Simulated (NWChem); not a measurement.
System: CHBr$_{2}$F; SMILES BrC(Br)F

Input file for NWChem:

```
start job
memory heap 200 mb stack 900 mb global 1100 mb
geometry units angstroms noautosym nocenter noautoz
  F      1.873383    -0.199839     0.000000
  C      0.688478     0.429953     0.000000
  Br    -0.309517    -0.022682    -1.620868
  Br    -0.309517    -0.022682     1.620868
  H      0.825265     1.527360     0.000000
end
basis spherical
  F library cc-pvtz
  C library cc-pvtz
  Br library cc-pvtz
  H library cc-pvtz
end
dft
  xc b3lyp
  iterations 150
end
property
  efieldgrad
end
task dft property
```

Coordinates come from a PBE-D3(BJ)/def2-SVP optimisation.

Vzz is the largest principal value of the second derivative of the potential at the nucleus (NWChem prints the opposite sign); η is the asymmetry. Non-relativistic.

Atoms are numbered as in the input.

**Question.** Predict the main results of this run. (B3LYP/cc-pVTZ.) Quantities: Vzz Br4 (a.u.); η Br4.

**Answer.** 
| Item | Result |
|---|---|
| Vzz Br4 (a.u.) | 7.548 |
| η Br4 | 0.02 |
